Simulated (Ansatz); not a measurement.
Reactions of CH$_{7}$FOSi$_{2}$, SMILES `CO[SiH](F)[SiH3]`.

Gas-phase electronic energies from Ansatz, PBE0-D4/def2-TZVP geometries. CBS: MP2 limit from def2 TZ/QZ plus the TZ coupled-cluster correction, frozen cores. This one scheme is used for every species. def2 core potentials past Kr. For Sb outer-core shells are correlated without core-valence functions, which leaves a few kJ/mol of doubt a bond. One conformer a species, not always the lowest.

Problem. Order these by ΔE at CCSD(T)/CBS, lowest first. (Estimate.)
A. `CO[SiH](F)[SiH3]` + `[OH][Al]([F])[F]` → `C[O][Al]([F])[F]` + `O[SiH](F)[SiH3]`
B. `CO[SiH](F)[SiH3]` + `OC=S` → `F[SiH]([SiH3])OC=S` + CH₃OH
C. `CO[SiH](F)[SiH3]` + `[NH2][SbH2]` → `[SiH3][NH][SbH2]` + `CO[SiH2]F`
D. `CO[SiH](F)[SiH3]` + H₂O → `CO[SiH](O)[SiH3]` + H–F
E. `CO[SiH](F)[SiH3]` + `N=CS` → `[SiH3]/N=C\S` + `CO[SiH2]F`
F. `CO[SiH](F)[SiH3]` → `CO[SiH3]` + `F[SiH]`
G. `CO[SiH](F)[SiH3]` → `C[SiH2][SiH](O)F`
H. `CO[SiH](F)[SiH3]` → `CO[Si]F` + SiH₄

Solution. G (-94.9 kJ/mol), C (-67.8 kJ/mol), E (-47.0 kJ/mol), A (+8.2 kJ/mol), B (+17.1 kJ/mol), D (+43.2 kJ/mol), H (+123.3 kJ/mol), F (+221.7 kJ/mol).

Largest T1 diagnostic: 0.018, for `OC=S`.
